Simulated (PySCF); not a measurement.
# What settings do to a single point of HgH2

The sound run of HgH2 (singlet) uses PySCF 2.14.0, RKS PBE0, Hg def2-SVP with ECP60, H def2-SVP; non-relativistic Hamiltonian with scalar-relativistic core potentials where named; density fitting; no spin-orbit coupling, grid (50, 194), threshold 1e-8 Eh and 55 cycles, at the relaxed geometry:

```xyz
3

Hg    0.0000    0.0000    0.0000
H     0.0000    0.0000    1.6562
H     0.0000    0.0000   -1.6562
```

There Hg1 has a Mulliken charge of 0.27 e and the dipole about the centre of mass is 0.00 D. Each run below changes one thing and starts from free metal ions and neutral atoms unless it says otherwise; with 55 cycles, smearing, a level shift and second-order steps follow where DIIS fails, and their cycles count. Energy shifts count from the sound run.

```json
{"change": "grid (10, 14)", "outcome": "converged", "cycles": "7", "energy shift (eV)": "6.15", "largest force component (eV/Å)": "2.99", "charge on Hg1 (e)": "0.29", "dipole about the centre of mass (D)": "0.00"}
{"change": "threshold 0.0001", "outcome": "converged", "cycles": "5", "energy shift (eV)": "0.0000", "largest force component (eV/Å)": "0.00", "charge on Hg1 (e)": "0.27", "dipole about the centre of mass (D)": "0.00"}
{"change": "cycle limit 8", "outcome": "converged", "cycles": "6", "energy shift (eV)": "0.0000", "largest force component (eV/Å)": "0.00", "charge on Hg1 (e)": "0.27", "dipole about the centre of mass (D)": "0.00"}
```

(1) How does the run with this change end: start from a density of up to 30 smeared cycles (not counted)?

Unsound on purpose, so not properties of the compound: grid (10, 14).

Forces carry noise of the integration grid, about 0.01 to 0.03 eV/Å.

Results:

(1) outcome converged, cycles 5, energy shift (eV) 0.0000, largest force component (eV/Å) 0.00, charge on Hg1 (e) 0.27, dipole about the centre of mass (D) 0.00.
